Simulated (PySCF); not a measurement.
HKO, singlet, at a GFN2-xTB geometry (such geometries of metal compounds can be far from the true shape). Base run: M062X/pcseg-1 (PySCF).

Here is a job for PySCF.
```python
from pyscf import gto, scf, dft

mol = gto.M(
    atom='''
K    -0.515992   -0.253325   -0.435053
O     1.047786    0.444316    0.880931
H     1.421565    1.258641    1.218564
''',
    basis='pcseg-1',
    charge=0,
    spin=0,
    verbose=4,
)

mf = dft.RKS(mol)
mf.xc = 'm062x'
mf.kernel()
```

The base run was repeated with changes; each row names its change, and settings that it needs were set with it.

| change | ΔE vs base (µEh) | SCF cycles | outcome |
|---|---|---|---|
| base | 0.0 | 10 | converged |
| diis_space = 20 | 0.0 | 10 | converged |
| conv_tol_grad = 1e-7 | 0.0 | 13 | converged |
| conv_tol = 1e-11 | 0.0 | 12 | converged |
| init_guess = vsap | 0.0 | 12 | converged |
| diis = off (with mf.max_cycle = 100) | - | 100 | not converged |
| conv_tol_grad = 1e-3 | 0.0 | 10 | converged |
| diis_space = 4 | 0.0 | 11 | converged |
| level_shift = 0.3 (with mf.max_cycle = 100) | 0.0 | 17 | converged |
| conv_tol = 1e-6 | 0.1 | 7 | converged |
| damp = 0.5; diis_start_cycle = 5 | 0.0 | 10 | converged |
| conv_tol = 1e-4 | 0.3 | 6 | converged |
| solver = newton | 0.0 | - | converged |
